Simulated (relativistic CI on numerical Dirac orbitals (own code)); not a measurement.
# d6 in a ligand field

Computed with a parametric ligand-field model of a d^n configuration (Racah B and C, spin-orbit zeta, crystal field), exact diagonalisation.

Field parameters in Wybourne normalisation: Oh B⁴₀ = 21Dq, B⁴₄ = √(5/14) B⁴₀; Td as Oh with Dq negative (B⁴₀ = 21Dq, B⁴₄ = √(5/14) B⁴₀). The field is a parameter set, without covalency.

(1) Ground term and bands for B = 840, C = 4260, ζ = 0 cm⁻¹, Td, 10Dq = -3100 cm⁻¹?

(2) Ground term and bands for B = 810, C = 3670, ζ = 0 cm⁻¹, Oh, 10Dq = 8500 cm⁻¹?

(3) Ground term and bands for B = 860, C = 3690, ζ = 0 cm⁻¹, Oh, 10Dq = 5000 cm⁻¹?

(4) Ground term and bands for B = 790, C = 3660, ζ = 0 cm⁻¹, Oh, 10Dq = 5000 cm⁻¹?

(5) Ground term and bands for B = 920, C = 4000, ζ = 0 cm⁻¹, Oh, 10Dq = 31850 cm⁻¹?

Results:

(1) Ground term 5E with 3.00 electrons in the two orbitals of the cubic e set. Spin-allowed: 5T2 3100 cm⁻¹ (3226 nm). Lowest spin-forbidden: 3T1 19320 cm⁻¹ (518 nm), 3E 20810 cm⁻¹ (481 nm), 3T2 22186 cm⁻¹ (451 nm).

(2) Ground term 5T2 with 2.00 electrons in the two orbitals of the cubic e set. Spin-allowed: 5E 8500 cm⁻¹ (1176 nm). Lowest spin-forbidden: 3T1 11789 cm⁻¹ (848 nm), 1A1 13086 cm⁻¹ (764 nm), 3T2 14993 cm⁻¹ (667 nm).

(3) Ground term 5T2 with 2.00 electrons in the two orbitals of the cubic e set. Spin-allowed: 5E 5000 cm⁻¹ (2000 nm). Lowest spin-forbidden: 3T1 15130 cm⁻¹ (661 nm), 3T2 17264 cm⁻¹ (579 nm), 3T1 19116 cm⁻¹ (523 nm).

(4) Ground term 5T2 with 2.00 electrons in the two orbitals of the cubic e set. Spin-allowed: 5E 5000 cm⁻¹ (2000 nm). Lowest spin-forbidden: 3T1 14749 cm⁻¹ (678 nm), 3T2 16812 cm⁻¹ (595 nm), 3T1 18694 cm⁻¹ (535 nm).

(5) Ground term 1A1 with 0.04 electrons in the two orbitals of the cubic e set. Spin-allowed: 1T1 29201 cm⁻¹ (342 nm), 1T2 41455 cm⁻¹ (241 nm), 1T2 60116 cm⁻¹ (166 nm), 1E 60575 cm⁻¹ (165 nm). Lowest spin-forbidden: 3T1 20642 cm⁻¹ (484 nm), 3T2 26694 cm⁻¹ (375 nm), 5T2 29156 cm⁻¹ (343 nm).
